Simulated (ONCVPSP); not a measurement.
**Varying the ONCV potential for Li**

Base potential:

```
Element                 : Li
Generator               : ONCVPSP 4.0.1
Type                    : optimised norm-conserving Vanderbilt (ONCV)
Functional              : BLYP
Relativity              : scalar-relativistic
Frozen core             : none
Valence charge          : 3
Reference configuration : 1s2 2s1
Partial waves           : 1s+2s: rc 0.90 bohr, ncon 4, nbas 8, qcut 12.1 1/bohr, 2 projectors; p scattering state at 0.05 Ha: rc 0.95 bohr, ncon 4, nbas 7, qcut 10.4 1/bohr, 1 projector
Local potential         : polynomial inside 0.90 bohr (lpopt 3, dvloc0 2 Ha)
Core correction         : none
```

Cutoffs, loose and tight: the cutoffs (Ha) at which the residual kinetic energy of the hardest occupied pseudo-wave falls to 1 and 0.1 mHa per electron. They do not see the model core or the augmentation charge, which bear on the density cutoff. Test errors are all-electron minus pseudo excitation energies from the reference, over the configurations 1s2 2s0; 1s2 2s0.5; 1s2 2s0 2p1; 1s1 2s1. A dash means not determined; rows that change the core or the reference have their own tests.

| change | outcome | cutoff, loose | cutoff, tight | bound ghosts | GHOST(+) flags above zero | largest test error (meV) |
| --- | --- | --- | --- | --- | --- | --- |
| base | generated | 55 Ha | 66 Ha | none | none | +433 |
| s: qcut 12.2 | generated | 56 Ha | 66 Ha | none | none | +427 |
| local potential polynomial inside 0.55 bohr (lpopt 5, dvloc0 2 Ha) | generated | 55 Ha | 66 Ha | none | none | +435 |
| s: ncon 5, nbas 9 | generated | 60 Ha | 73 Ha | none | none | +356 |
| all radii scaled by about 1.09 (s 0.98, p 1.04 bohr); local potential polynomial inside 0.98 bohr (lpopt 3, dvloc0 2 Ha) | generated | 52 Ha | 61 Ha | none | none | +528 |
| reference 1s2; wave 1s+2s: rc 0.90 bohr, ncon 4, nbas 8, qcut 12.1 1/bohr, 2 projectors becomes 1s: rc 0.90 bohr, ncon 4, nbas 8, qcut 12.1 1/bohr, 2 projectors, debl 3.4 Ha | generated | 55 Ha | 66 Ha | none | none | +416 |
| functional PBE; p: rc 0.9, qcut 11 | generated | 55 Ha | 66 Ha | none | none | +422 |
| local potential polynomial inside 0.90 bohr (lpopt 3, dvloc0 6.5 Ha) | generated | 55 Ha | 66 Ha | none | none | +433 |
| s: qcut 11.5 | generated | 53 Ha | 63 Ha | none | none | +468 |
| s: qcut 11.2; p: qcut 9.6 | generated | 52 Ha | 63 Ha | none | none | +484 |
| s: rc 1.32 | generated | 40 Ha | 48 Ha | none | none | +977 |
